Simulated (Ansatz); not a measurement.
Basis-set extrapolation for C3H5Al, SMILES `[CH3][Al]1[CH]=[CH]1` (PBE0-D4/def2-TZVP geometry, frozen core, Ansatz). Multiplicity 1, RHF reference.

|  | def2-TZVPP | def2-QZVPP |
| --- | --- | --- |
| HF | -358.412544 | -358.424578 |
| MP2 correlation | -0.561510 | -0.597910 |
| CCSD(T) correlation | -0.622552 | not run |

Energies in hartree. Use E(X) = E(∞) + A·exp(−7.88·√X) for Hartree–Fock and E(X) = E(∞) + B·X^(−2.97) for correlation, with X = 3 and 4, and add CCSD(T) minus MP2 of the smaller set to the MP2 limit.

Task: What is the CCSD(T) energy at the basis-set limit?

Result: HF limit: -358.424578 + (-0.012034) × 0.13774 = -358.42624. MP2 limit: -0.597910 + (-0.036400) × 0.74074 = -0.62487. Higher-order term: -0.622552 − (-0.561510) = -0.06104. Total: -359.11215 hartree, 202.3 kJ/mol below CCSD(T)/def2-TZVPP.
